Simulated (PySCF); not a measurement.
A PySCF script (with the pyscf-properties extension) for the NMR shieldings of SMILES C#CC[P@](=S)(C=C)CC, C7H11PS, on a PBE0-D3(BJ)/def2-SVP geometry:

```python
import basis_set_exchange as bse
import numpy as np
from pyscf import gto, dft
from pyscf.prop import nmr

atoms = """
C     2.690530    0.270005   -1.500971
C     1.492751    0.448521   -1.553075
C     0.058554    0.644077   -1.552950
P    -0.744460    0.344720    0.093611
S    -2.680767    0.560699    0.010890
C     0.125614    1.477834    1.205248
C    -0.546889    2.338025    1.969725
C    -0.163320   -1.315688    0.597826
C    -0.732561   -2.434452   -0.258174
H     3.752881    0.111368   -1.478222
H    -0.449814   -0.028838   -2.262768
H    -0.220989    1.673137   -1.830810
H     1.220438    1.418613    1.216897
H    -1.642005    2.371669    1.923128
H    -0.032338    3.023282    2.649900
H    -0.480556   -1.413615    1.648703
H     0.939246   -1.300562    0.582545
H    -0.345150   -2.394793   -1.287860
H    -0.461496   -3.415805    0.158333
H    -1.829751   -2.365386   -0.301242
"""
names = dict.fromkeys(["C", "P", "S", "H"], "pcSseg-1")
basis = {el: gto.basis.parse(bse.get_basis(n, elements=[el], fmt="nwchem")) for el, n in names.items()}
mol = gto.M(atom=atoms, basis=basis, charge=0, verbose=0)
mf = dft.RKS(mol, xc="HYB_GGA_XC_B97_2")
mf.grids.level = 2
mf.grids.alignment = dft.numint.BLKSIZE   # the property module wants whole blocks of grid points
mf.conv_tol = 1e-9
mf.kernel()

calc = nmr.RKS(mf)   # GIAO
C = mf.mo_coeff
Co = C[:, mf.mo_occ > 0]
resp = mf.gen_response(singlet=True, hermi=2)
def vind(x):   # induced exchange potential for any number of trial vectors
    d = np.einsum("pi,xij,qj->xpq", C, 2 * x.reshape(-1, C.shape[1], Co.shape[1]), Co, optimize=True)
    return np.einsum("xpq,pi,qj->xij", resp(d - d.transpose(0, 2, 1)), C, Co, optimize=True).ravel()
mo1, _ = nmr.rhf.solve_mo1(calc, with_cphf=vind)
sigma = calc.kernel(mo1)
for i, s in enumerate(sigma):   # ppm
    print("%2d %-2s %9.2f" % (i, mol.atom_pure_symbol(i), np.trace(s) / 3))
```

**Question.** Give the expected output.

**Answer.** 
```
 0 C     107.85
 1 C     106.02
 2 C     156.86
 3 P     289.18
 4 S     786.52
 5 C      49.14
 6 C      40.54
 7 C     157.59
 8 C     176.16
 9 H      29.25
10 H      28.65
11 H      28.97
12 H      24.55
13 H      24.41
14 H      24.83
15 H      30.34
16 H      28.99
17 H      30.62
18 H      30.20
19 H      29.59
```

These numbers come from an equivalent density-fitted implementation of the same equations, which agrees with the script to about 0.01 ppm for H and up to a few tenths of a ppm for heavy atoms, so last digits may differ.

**Question.** Turn these shieldings into chemical shifts. Referencing at the same level of theory: TMS for ¹³C (σref 183.69), ¹H (σref 31.38); ³¹P (σref 316.18) against H3PO4; CS2 for ³³S (σref 499.83).

**Answer.** Averaging equivalent atoms: C 6: 143.2; C 5: 134.6; C 1: 77.7; C 0: 75.8; C 2: 26.8; C 7: 26.1; C 8: 7.5; P 3: 27.0; S 4: -287; H 13: 6.96; H 12: 6.83; H 14: 6.55; H 10: 2.72; H 11: 2.41; H 16: 2.38; H 9: 2.13; H 17/18/19: 1.24; H 15: 1.04 ppm. Experimental scales use liquid or dissolved standards, which lie at an offset from isolated H3PO4.

Size and cost of the density-fitted run: 222 basis functions, 57 s wall time on 1 thread of an Arm Neoverse V1, shared host; peak memory 1.1 GiB.
